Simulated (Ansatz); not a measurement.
C4H6, triplet (typed; the unrestricted solution is spin-contaminated), at a GFN2-xTB geometry. Base run: HF/cc-pVTZ run with Ansatz (a program for electronic structure).

Ansatz was given this input:
Ansatz 0.2 input:
```yaml
crystal:
  periodic: [false, false, false]
  atoms:
    - {symbol: C, position_ang: [-0.58991066, 1.27101035, -0.04360530]}
    - {symbol: C, position_ang: [0.00000000, 0.00000000, 0.00000000]}
    - {symbol: C, position_ang: [1.39621287, -0.12558987, -0.01342081]}
    - {symbol: C, position_ang: [-0.80630221, -1.14542048, 0.05702611]}
    - {symbol: H, position_ang: [-1.65764415, 1.38590246, -0.03410452]}
    - {symbol: H, position_ang: [0.01229550, 2.15913465, -0.08751715]}
    - {symbol: H, position_ang: [1.86508911, -1.09120935, 0.01943288]}
    - {symbol: H, position_ang: [2.02915647, 0.74092051, -0.05686552]}
    - {symbol: H, position_ang: [-1.87738461, -1.06792530, 0.06808427]}
    - {symbol: H, position_ang: [-0.37151232, -2.12682297, 0.09097004]}
basis:
  gaussian:
    orbitals: cc-pVTZ
hamiltonian:
  xc: hf
magnetization: {spin_polarized: true, initial_magnetization: 2}
```

Variants of this job, named by their change:

```tsv
change	ΔE vs base (kcal/mol)
base	0.000
accuracy = high	-0.002
lower_state_search = light	0.000
point_charge = charge:-1.0 position_ang:4.6332, -1.5805, -1.6343	-2.86
lower_state_search = full	0.000
lower_state_search = off	0.000
point_charge = charge:1.0 position_ang:1.7297, 3.7553, -3.0888	-1.56
forces = on	0.000
point_charge = charge:0.5 position_ang:3.2654, 0.5085, -3.9641	-0.96
nuclear_model = gaussian	0.008
fitting.mean_field = def2-universal-JKFIT	0.040
```
